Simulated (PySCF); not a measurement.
## Polarisability and C₆ of Hg (mercury, neutral)

[Xe] 4f14 5d10 6s2, closed-shell 1S. Calculation: PySCF 2.14, in aug-cc-pVTZ-PP with one added diffuse shell each of s, p, d, f, g type with ECP60MDF (7s7p6d4f3g, 113 functions); a scalar-relativistic core potential. Coupled (time-dependent) response in atomic units; α is the mean over directions.

```json
{"method": "UHF", "mean α (bohr³)": "45.09", "C₆ (like pair)": "447.1", "S(−4)": "808.5"}
{"method": "PBE", "mean α (bohr³)": "35.57", "C₆ (like pair)": "348.6", "S(−4)": "427.8"}
{"method": "PBE0", "mean α (bohr³)": "36.93", "C₆ (like pair)": "361.8", "S(−4)": "474.8"}
```

S(−4) is the Cauchy moment in α(ω) = α(0) + S(−4) ω² + …

Reference α: 33.91 ± 0.34 bohr³ (recommended; Schwerdtfeger and Nagle, table of static dipole polarizabilities (2023 update)). Published C₆: 268.0 (Gould and Bucko (2016)).

Hartree-Fock lies above the reference because it lacks correlation, which contracts the outer shell.

α(iu) at PBE0:

```csv
u (hartree),α(iu) (bohr³)
0,36.93
0.0500,35.80
0.100,32.88
0.200,25.58
0.300,19.64
0.500,12.69
0.750,8.516
1.00,6.283
1.50,3.938
2.00,2.729
3.00,1.536
5.00,0.6746
```

A single London oscillator, α(iu) = α/(1 + u²/ω²), gives C₆ = (3/4) ω α². Matching the computed C₆ needs ω = 4 × 361.8 / (3 × 36.93²) = 0.354 hartree.

Energies and moments cover only the electrons outside the core potential. Spin-orbit coupling, which splits the p, d and f shells strongly at this Z, is absent.
